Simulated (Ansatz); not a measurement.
```yaml
crystal:
  periodic: [false, false, false]
  atoms:
    - {symbol: B, position_ang: [-0.944843, 1.758714, -1.320269]}
    - {symbol: Al, position_ang: [-0.116623, 0.189856, -0.187687]}
    - {symbol: C, position_ang: [0.673192, -1.482391, 0.400475]}
    - {symbol: N, position_ang: [0.398256, -0.383059, 1.361252]}
    - {symbol: H, position_ang: [-0.254360, 2.556267, -1.884343]}
    - {symbol: H, position_ang: [-2.126102, 1.871514, -1.471041]}
    - {symbol: H, position_ang: [0.079138, -2.390778, 0.528332]}
    - {symbol: H, position_ang: [1.726232, -1.717369, 0.225376]}
    - {symbol: H, position_ang: [0.653710, -0.449154, 2.330906]}
basis:
  gaussian: {orbitals: aug-pcseg-2}
total_charge: -1
magnetization: {spin_polarized: true, initial_magnetization: 2}
hamiltonian: {xc: {name: PBE0}, dispersion: d3bjatm}
output: {forces: true}
```

```sh
$ ansatz run in.yaml --threads 2 --pin off --events-out ev --progress --plain --max-ram 4352MiB
```

It prints (some lines left out):

```
Error: a molecule whose nuclei and cores have a total charge of 36 cannot have a net charge of -1 together with 2 unpaired electrons
```

In this input the number of unpaired electrons doesn't fit the electron count. The program refused the input.
